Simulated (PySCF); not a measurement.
## How methods differ on the ionisation energy of F⁺

F⁺ [He] 2s2 2p4 (3P) → F²⁺ [He] 2s2 2p3 (4S), as a difference of total energies. Computed with PySCF 2.14 in aug-cc-pVQZ-DK (6s5p4d3f2g, 80 functions), with scalar relativity by spin-free X2C-1e. Correlated levels: valence: 1s2 frozen. The calculations carry no spin-orbit coupling.

Q: Order these methods by the ionisation energy they give, lowest first.
A. MN15
B. PBE
C. BHandHLYP
D. r2SCAN

A: D (35.103 eV), C (35.182 eV), A (35.356 eV), B (35.415 eV).

A first-order spin-orbit estimate (lowest level to lowest level, LS coupling) adds 0.020 eV.

Errors of the correlated levels include the incompleteness of this basis and the frozen core.

For comparison: 34.971 eV (measured; NIST Atomic Spectra Database, ionization energies).
